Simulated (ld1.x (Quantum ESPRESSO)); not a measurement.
Before and after: TM potential for scandium

ld1.x (Quantum ESPRESSO) 7.5 input, shortened:

```
&input
   title='Sc', zed=21., rel=1, dft='WC', iswitch=3,
   config='[Ar] 3d1 4s0 4p0'
 /
 &inputp
   pseudotype=2, tm=.true., lloc=0,
   nlcc=.true., new_core_ps=.true., rcore=0.65
 /
3
3P  2  1   6.00   0.00  1.30  1.30  0.0
3D  3  2   1.00   0.00  2.90  2.90  0.0
3S  1  0   2.00   0.00  1.35  1.35  0.0
 &test
   configts(1)='3s2 3p6 3d1 4s0 4p0'
 /
```

All-electron outer shells of the reference configuration (Wu–Cohen, scalar-relativistic, ld1.x):

```
shell  level (eV)  outermost node (bohr)  outermost maximum (bohr)
   2p     -403.73                      –                      0.23
   3s      -70.26                   0.42                      0.92
   3p      -48.90                   0.39                      0.97
   3d      -17.87                      –                      1.07
   4s      -15.68                   1.31                      2.77
   4p      -11.59                   1.45                      3.26
```

Change: wave 3d (bound): rc 2.90 bohr becomes 3d (bound): rc 4.40 bohr.

Cutoffs: the cutoffs (Ry, on a coarse ladder) from which the occupation-weighted sum of valence levels, in a spherical-Bessel basis at the reference potential, stays within 10 and 1 mRy of its value at 400 Ry; they do not see the model core or the augmentation charge, which bear on the density cutoff. Errors are all-electron minus pseudo energies relative to the spin-unpolarised reference configuration.

Question: What does the change do?

Answer: The potential gets neither clearly harder nor softer (70 Ry and 100 Ry → 70 Ry and 100 Ry); the s channel sets the loose cutoff, while the largest relative change is in d, which becomes softer; the number of tests that count goes from 7 to 6; of the 6 tests that both files solve, the error grows in 1 and shrinks in 5 by more than 15 % and 0.3 meV (median size 215.3 → 123.6 meV); neither file shows a bound ghost at the reference potential, the only one tested.

| quantity | base | changed |
| --- | --- | --- |
| cutoff, loose | 70 Ry | 70 Ry |
| cutoff, tight | 100 Ry | 100 Ry |
| loose cutoff by channel (10 mRy a level) | p 30 Ry, d 30 Ry, s 40 Ry | p 30 Ry, d 15 Ry, s 40 Ry |
| bound ghosts | none | none |
| tests counted (converged, no solver errors) | 7 of 7 | 6 of 7 |
| error for 3s2 3p6 3d1 4s2 4p0, meV [ΔE -19.49 eV] | +253 | +118 |
| error for 3s2 3p6 3d1 4s1 4p0, meV [ΔE -12.59 eV] | +178 | +130 |
| error for 3s2 3p6 3d0 4s0 4p0, meV [ΔE 24.86 eV] | +398 | +1332 |
| error for 3s2 3p6 3d1 4s0 4p2, meV [ΔE -13.80 eV] | +43 | -30 |
| error for 3s2 3p6 3d1 4s0 4p1, meV [ΔE -9.17 eV] | +34 | -1.7 |
| error for 3s1 3p6 3d1 4s2 4p0, meV [ΔE 42.35 eV] | +503 | +357 |

Changed file: Tests not counted: 3s2 3p6 3d2 4s1 4p0 (solver errors, printed error -32.1 eV).
